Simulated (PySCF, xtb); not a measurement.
C₂, SMILES [C]=[C] (connectivity only; charge and spin as stated), neutral, multiplicity 1.

GFN2-xTB run with xtb 6.7.1 at its own geometry gives an orbital gap of 3.07 eV and a dipole moment of 0.00 D.

Geometry optimised at PBE0-D3(BJ)/def2-TZVPD.

Problem. What does B3LYP/def2-TZVPD in PySCF give? (The exact figures need the calculation; the answer reports its results.)

Solution. gap 1.78 eV (levels -9.07 and -7.29 eV), dipole 0.00 D.
